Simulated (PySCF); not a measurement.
**Two-component Hartree-Fock for Ag²⁹⁺ (silver, charge +29)**

Start: [Ar]. Calculated with PySCF 2.14 in an even-tempered Gaussian basis (19 s from 4.6 bohr⁻², ratio 2.4; 14 p from 6 bohr⁻², ratio 2.4; 5 d from 26 bohr⁻², ratio 2.6; 4 f from 38 bohr⁻², ratio 2.6): generalised Hartree-Fock with the X2C-1e Hamiltonian and a Gaussian nucleus; one run each with spin-orbit coupling (SO) switched off, then screened by Boettger's factors.

| spinor shell | electrons | ε, spin-free (eV) | ε, screened SO (eV) | weight of nominal j (screened SO) | rms radius, screened SO (bohr) |
| --- | --- | --- | --- | --- | --- |
| 1s1/2 | 2 | -27065.0 | -27063.3 | 1.000 | 0.0357 |
| 2s1/2 | 2 | -5249.2 | -5248.7 | 1.000 | 0.144 |
| 2p1/2 | 2 | -4851.2 | -4974.6 | 1.000 | 0.125 |
| 2p3/2 | 4 | -4851.2 | -4794.4 | 1.000 | 0.129 |
| 3s1/2 | 2 | -1899.7 | -1899.6 | 1.000 | 0.357 |
| 3p1/2 | 2 | -1761.8 | -1790.0 | 1.000 | 0.346 |
| 3p3/2 | 4 | -1761.8 | -1748.8 | 1.000 | 0.354 |

```tsv
quantity	spin-free	screened SO
E (hartree)	-4725.41878	-4726.40861
M_J	0	0
⟨J²⟩	0.000	0.000
⟨L²⟩	0.000	0.008
⟨S²⟩	0.000	0.008
```

Breit and QED terms are absent; they matter most for the inner s and p1/2 levels.

Densities and radii are taken from the X2C orbitals without a picture-change correction, which distorts them close to the nucleus.

Without spin-orbit coupling the j labels of p, d and f shells carry no meaning; the spin-free column gives the mean over the occupied spinors of each nl shell.
